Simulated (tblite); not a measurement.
Parent: `[F:1][C@H:2]1[CH2:3][CH:4]=[CH:5][CH2:6][CH2:7]1` with F1–C2–C3–C4 81°, C2–C3–C4–C5 10°, C4–C5–C6–C7 20°, C5–C6–C7–C2 -49°, C6H9F.

The geometries are computed with GFN2-xTB (gas phase). One conformer each, not checked by frequencies here.

```json
{"coordinate of the parent": "F1–C2", "value": "1.386 Å"}
{"coordinate of the parent": "C2–C3", "value": "1.526 Å"}
{"coordinate of the parent": "C3–C4", "value": "1.499 Å"}
{"coordinate of the parent": "C4=C5", "value": "1.322 Å"}
{"coordinate of the parent": "C5–C6", "value": "1.496 Å"}
{"coordinate of the parent": "C6–C7", "value": "1.527 Å"}
{"coordinate of the parent": "C2–C7", "value": "1.524 Å"}
{"coordinate of the parent": "F1–C2–C3", "value": "109.3°"}
{"coordinate of the parent": "F1–C2–C7", "value": "109.0°"}
{"coordinate of the parent": "C3–C2–C7", "value": "111.6°"}
{"coordinate of the parent": "C2–C3–C4", "value": "112.6°"}
{"coordinate of the parent": "C3–C4–C5", "value": "123.9°"}
{"coordinate of the parent": "C4–C5–C6", "value": "123.2°"}
{"coordinate of the parent": "C5–C6–C7", "value": "111.3°"}
{"coordinate of the parent": "C2–C7–C6", "value": "110.1°"}
```

Task: How does the shared frame change in `[CH3:1][CH:2]([CH3:3])[C@@H:4]1[CH:5]=[CH:6][CH2:7][CH2:8][C@@H:9]1[F:10]` with C1–C2–C4–C5 -82°, C2–C4–C5–C6 -139°, C5–C6–C7–C8 -20°, C6–C7–C8–C9 49°, C7–C8–C9–F10 61°, C9H15F? Atoms pair as F1 = F10, C2 = C9, C3 = C4, C4 = C5, C5 = C6, C6 = C7, C7 = C8 (parent first).

Result: 
| parent | relative | value in the relative | change |
| --- | --- | --- | --- |
| F1–C2 | F10–C9 | 1.384 Å | -0.002 |
| C2–C3 | C9–C4 | 1.535 Å | +0.009 |
| C3–C4 | C4–C5 | 1.501 Å | +0.002 |
| C4=C5 | C5=C6 | 1.322 Å | 0.000 |
| C5–C6 | C6–C7 | 1.496 Å | 0.000 |
| C6–C7 | C7–C8 | 1.527 Å | 0.000 |
| C2–C7 | C9–C8 | 1.525 Å | +0.001 |
| F1–C2–C3 | F10–C9–C4 | 111.5° | +2.2 |
| F1–C2–C7 | F10–C9–C8 | 108.2° | -0.8 |
| C3–C2–C7 | C4–C9–C8 | 111.3° | -0.3 |
| C2–C3–C4 | C9–C4–C5 | 111.5° | -1.1 |
| C3–C4–C5 | C4–C5–C6 | 124.2° | +0.3 |
| C4–C5–C6 | C5–C6–C7 | 123.4° | +0.2 |
| C5–C6–C7 | C6–C7–C8 | 110.9° | -0.4 |
| C2–C7–C6 | C9–C8–C7 | 109.8° | -0.3 |

Of the parent's bonds, C2–C3 changes most (+0.009 Å). Bonds of the relative outside the shared frame: C1–C2 1.528, C2–C3 1.528, C2–C4 1.548 Å. Point group C1 → C1.

Task: How does the shared frame change in `[CH3:1][O:2][C@@H:3]1[CH:4]=[CH:5][CH2:6][CH2:7][C@H:8]1[F:9]` with C1–O2–C3–C4 -166°, O2–C3–C4–C5 -133°, C4–C5–C6–C7 -18°, C5–C6–C7–C8 49°, C6–C7–C8–F9 176°, C7H11FO? Atoms pair as F1 = F9, C2 = C8, C3 = C3, C4 = C4, C5 = C5, C6 = C6, C7 = C7 (parent first).

Result: 
```
  parent  relative  value in the relative  change
   F1–C2     F9–C8                1.388 Å  +0.002
   C2–C3     C8–C3                1.536 Å  +0.010
   C3–C4     C3–C4                1.504 Å  +0.005
   C4=C5     C4=C5                1.321 Å  -0.001
   C5–C6     C5–C6                1.496 Å   0.000
   C6–C7     C6–C7                1.524 Å  -0.003
   C2–C7     C8–C7                1.522 Å  -0.002
F1–C2–C3  F9–C8–C3                 109.8°    +0.5
F1–C2–C7  F9–C8–C7                 108.3°    -0.7
C3–C2–C7  C3–C8–C7                 111.3°    -0.3
C2–C3–C4  C8–C3–C4                 110.6°    -2.0
C3–C4–C5  C3–C4–C5                 124.7°    +0.8
C4–C5–C6  C4–C5–C6                 123.4°    +0.2
C5–C6–C7  C5–C6–C7                 110.6°    -0.7
C2–C7–C6  C8–C7–C6                 110.2°    +0.1
```

Of the parent's bonds, C2–C3 changes most (+0.010 Å). Bonds of the relative outside the shared frame: C1–O2 1.408, O2–C3 1.414 Å. Point group C1 → C1.
